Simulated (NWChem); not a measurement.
Species: H₂Se₂O; SMILES O[Se][SeH]

```xyz
5

Se     0.4008    -0.9273    -0.0050
O     -1.2255    -1.7099     0.0541
H     -1.5483    -1.7517    -0.8564
Se    -0.0615     1.3365    -0.0248
H     -0.1848     1.5193     1.4355
```
Atoms are numbered in this order, from 1.

Computed with NWChem. Pople sets run with spherical d functions. The geometry was optimised at PBE0/def2-SVP. B3LYP is NWChem's, with the RPA form of VWN correlation. Ions are spin-unrestricted doublets at the neutral geometry; other ion states weren't tried.

| level | vertical ionisation energy, ΔSCF (eV) | −ε(HOMO) (eV) | ΔSCF minus −ε(HOMO) (eV) |
|---|---|---|---|
| B3LYP/6-31G* | 9.14 | 6.60 | 2.54 |
| PBE/6-31G* | 8.92 | 5.60 | 3.32 |
| M06-2X/6-31G* | 9.20 | 8.14 | 1.06 |
| Hartree-Fock/6-31G* | 8.47 | 9.72 | -1.25 |
| LDA (Slater exchange, VWN5)/6-31G* | 9.09 | 5.69 | 3.40 |
